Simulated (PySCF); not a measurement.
# Correlation energy of Ru²⁺ (ruthenium, charge +2)

[Kr] 4d5 5s1, high-spin 7S determinant (an excited configuration). Calculation: PySCF 2.14, in def2-QZVPPD with the def2 core potential (28 electrons) (7s5p4d4f2g, 88 functions); scalar relativity through the core potential. Frozen: 4s2 4p6; 6 electrons correlated.

```csv
level,correlation energy (mhartree)
CCSD,-92.95
(T),-1.51
CCSD(T),-94.46
```

Diagnostics: T1 = 0.0043, D1 = 0.0149, largest double amplitude 0.022.

Cost of the coupled-cluster step: roughly 18 core-seconds, for 6 correlated electrons.

Iterations:

```
CC2 = 0
CCSD nocc = (np.int64(6), np.int64(0)), nmo = (84, 84)
frozen orbitals [[0, 1, 2, 3], [0, 1, 2, 3]]
max_cycle = 100
direct = 0
conv_tol = 1e-08
conv_tol_normt = 1e-06
diis_space = 8
diis_start_cycle = 0
Init t2, MP2 energy = -0.0860844488857195
Init E_corr(UCCSD) = -0.0860844488915999
cycle = 1  E_corr(UCCSD) = -0.0922115982030079  dE = -0.00612714931  norm(t1,t2) = 0.0168447
cycle = 2  E_corr(UCCSD) = -0.0928240218841561  dE = -0.000612423681  norm(t1,t2) = 0.004004
cycle = 3  E_corr(UCCSD) = -0.0929606242975282  dE = -0.000136602413  norm(t1,t2) = 0.00130747
cycle = 4  E_corr(UCCSD) = -0.0929485311196441  dE = 1.20931779e-05  norm(t1,t2) = 7.59434e-05
cycle = 5  E_corr(UCCSD) = -0.0929486489758945  dE = -1.1785625e-07  norm(t1,t2) = 6.14455e-06
cycle = 6  E_corr(UCCSD) = -0.0929486451276344  dE = 3.84826011e-09  norm(t1,t2) = 4.42336e-07
UCCSD converged
E(UCCSD) = -93.34501769843807  E_corr = -0.09294864512763437
UCCSD(T) correction = -0.0015136082860224
```
